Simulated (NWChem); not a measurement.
Atomisation of H₄S₃Si

```
Si
H 1 1.4892
S 1 2.1536 2 110.55
H 3 1.3558 1 94.69 2 -48.70
S 1 2.1536 2 110.41 4 -97.35
H 5 1.3558 1 94.67 2 -48.20
S 1 2.1541 2 110.47 6 -97.61
H 7 1.3558 1 94.60 2 -48.51
```
Charge 0, spin multiplicity 1.

Everything below was run with NWChem. The geometry was optimised at B3LYP/def2-SVP, a minimum by its harmonic frequencies. It is one conformer; others weren't searched.

Basis set: def2-TZVP. The atomisation energy is electronic alone: no zero-point, thermal, spin-orbit or counterpoise terms. No value is extrapolated to the basis-set limit. Free atoms are single determinants with multiplicities Si 3, S 3, H 2. Correlated methods freeze the same cores in atoms and molecule, 20 orbitals in all.

| method | atomisation energy (kcal/mol) | relative cost |
|---|---|---|
| B3LYP | 557.8 | 1 |
| PBE0 | 566.0 | under 3 |
| HF | 402.5 | under 3 |
| MP2 | 549.0 | under 3 |
| CAM-B3LYP | 560.8 | 10 |
| BLYP | 551.6 | under 3 |
| BHandHLYP | 546.2 | under 3 |
| PBE | 572.6 | under 3 |

The values span 170.0 kcal/mol, from HF (lowest) to PBE (highest). Costs are rough ratios of processor time within this set of runs, SCF included, with B3LYP as 1. Costs are the molecule's.

B3LYP has NWChem's definition, with VWN1-RPA local correlation. GW and range-separated runs recompute their integrals, the others keep them in memory, which bears on the times. The structure started from a generated list of species. No SCF solution was tested for a lower state. Open-shell Hartree-Fock references start from PBE0 orbitals; any time given for them includes that run.
